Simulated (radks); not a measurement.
Fractional charge and spin in the 5p shell of lutetium: the spin-up occupation runs from 2 to 3 and the spin-down occupation from 2 to 3; the fullest corner is Lu3+, [Kr] 4d10 4f14 5s2 5p(up 3, down 3). Calculated with a radial shooting solver on a logarithmic mesh with Libxc functionals: scalar-relativistic Kohn-Sham, r2SCAN, spin-polarised, spherical densities, finite nucleus; meta-GGA in the generalised Kohn-Sham scheme; Fermi nuclear charge, rms radius of each element as measured or else 0.836 A^(1/3) + 0.57 fm. Energy (eV) minus the two flat planes that join the four corners (they meet along the diagonal where the two added fractions sum to one electron); zero is where a piecewise linear energy would lie.

down \ up       2     2.5       3
2           0.000  -1.879   0.000
2.5        -1.879   0.379  -1.793
3           0.000  -1.793   0.000

Corners above the fullest one (they belong to Lu4+ and the next ion): (up 3, down 2) 66.032 eV, (up 2, down 3) 66.032 eV, (up 2, down 2) 148.27 eV. With half an added electron in each spin the energy lies 0.379 eV from the planes, and with half an added electron in spin up alone -1.879 eV. The planes are only a guide here: the flat-plane condition holds for ground states with one frontier orbital, while this shell lies below other occupied shells, so the corners above the fullest one are inner-hole states and not the ground states of those ions.
